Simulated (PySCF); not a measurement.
## Continuum solvent and chemical shifts

Bonds (- single, = double, # triple, : aromatic): F1-B2 1.322 Å, B2-F3 1.318 Å, B2-Si4 2.034 Å, Si4-C5 1.865 Å, C5:C6 1.382 Å, C6:C7 1.421 Å, C7:C8 1.371 Å, C8:S9 1.713 Å, S9:C5 1.728 Å. Si4 carries H10, H11; C6 carries H12; C7 carries H13; C8 carries H14.

GIAO PBE0/pcSseg-1 in PySCF 2.14.0 with density-fitted response routines on one PBE0-D3(BJ)/def2-SVP conformer, non-relativistic, equivalent nuclei averaged. Solvents enter as an IEF-PCM continuum (acetone with ε = 20.5, dimethylsulfoxide with ε = 46.8) around the gas-phase geometry. Shifts are referred to CFCl3, BF3·OEt2, TMS, CS2 computed in the same medium.

Gas phase, δ in ppm: F1/F3 -16.5, B2 31.5, Si4 -90.8, C6 144.4, C8 142.6, C7 132.8, C5 131.0, S9 260.5, H12 7.88, H14 7.60, H13 7.25, H10/H11 4.57. Dipole moment 1.32 D.

Question: How does each δ change in the continuum?

Answer: 
| atoms | environment | Δδ, acetone | Δδ, dimethylsulfoxide |
| --- | --- | --- | --- |
| F1/F3 | fluorine bonded to B | -3.0 | -3.2 |
| B2 | boron bonded to 2 F, Si | +0.6 | +0.6 |
| Si4 | silicon bonded to C, B, 2 H | +0.8 | +0.9 |
| C6 | aromatic CH | +1.8 | +1.9 |
| C8 | aromatic CH next to the ring sulfur | +2.3 | +2.4 |
| C7 | aromatic CH | +1.9 | +2.0 |
| C5 | substituted aromatic carbon next to the ring sulfur | +1.3 | +1.4 |
| S9 | aromatic ring sulfur | -4.7 | -4.9 |
| H12 | hydrogen on an aromatic CH | +0.11 | +0.12 |
| H14 | hydrogen on an aromatic CH next to the ring sulfur | +0.31 | +0.33 |
| H13 | hydrogen on an aromatic CH | +0.23 | +0.24 |
| H10/H11 | hydrogen on a silicon bonded to C, B | -0.01 | -0.02 |

Changes are relative to the gas phase. The dipole moment becomes 1.54 D in acetone, 1.55 D in dimethylsulfoxide.

Question: Which of the listed nuclei move most (in ppm), and what does the model miss?

Answer: S9 (aromatic ring sulfur, -4.9 ppm) in dimethylsulfoxide. A continuum only polarises the solute; specific hydrogen bonds, the anisotropy of aromatic solvents and changes of geometry or conformer are outside it.
